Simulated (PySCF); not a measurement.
PySCF 2.14 output of an unrestricted PBE calculation on a single atom or ion in ANO-RCC-VTZP, with scalar relativity by spin-free X2C-1e:

```
SCF conv_tol = 1e-09
number electrons alpha = 40  beta = 39
    J. P. Perdew, K. Burke, and M. Ernzerhof.,  Phys. Rev. Lett. 77, 3865 (1996)
    J. P. Perdew, K. Burke, and M. Ernzerhof.,  Phys. Rev. Lett. 78, 1396 (1997)
    J. P. Perdew, K. Burke, and M. Ernzerhof.,  Phys. Rev. Lett. 77, 3865 (1996)
    J. P. Perdew, K. Burke, and M. Ernzerhof.,  Phys. Rev. Lett. 78, 1396 (1997)
cycle= 1 E= -19624.5395992409  delta_E= -0.0214  |g|= 0.248  |ddm|= 0.219
cycle= 2 E= -19624.5354974955  delta_E= 0.0041  |g|= 0.286  |ddm|= 0.129
cycle= 3 E= -19624.5456829597  delta_E= -0.0102  |g|= 0.0211  |ddm|= 0.082
cycle= 4 E= -19624.5457855919  delta_E= -0.000103  |g|= 0.00097  |ddm|= 0.00983
cycle= 5 E= -19624.5457862123  delta_E= -6.2e-07  |g|= 0.000254  |ddm|= 0.00181
cycle= 6 E= -19624.5457862488  delta_E= -3.65e-08  |g|= 4.67e-05  |ddm|= 0.0005
cycle= 7 E= -19624.5457862495  delta_E= -7.39e-10  |g|= 4.96e-06  |ddm|= 5.33e-05
converged SCF energy = -19624.5457862495  <S^2> = 0.75554986  2S+1 = 2.0055422
```

The run itself started from symmetry-adapted Hartree-Fock orbitals and held the occupation by maximum overlap, on a logarithmic radial grid, so the iterations belong to that start.

Q: Which element, charge and spin multiplicity is this?

A: Hg+ (mercury, charge +1), multiplicity 2; the state was [Xe] 4f14 5d10 6p1, 2P determinant (an excited configuration).

Spin-orbit coupling, absent here, splits the open shell strongly.
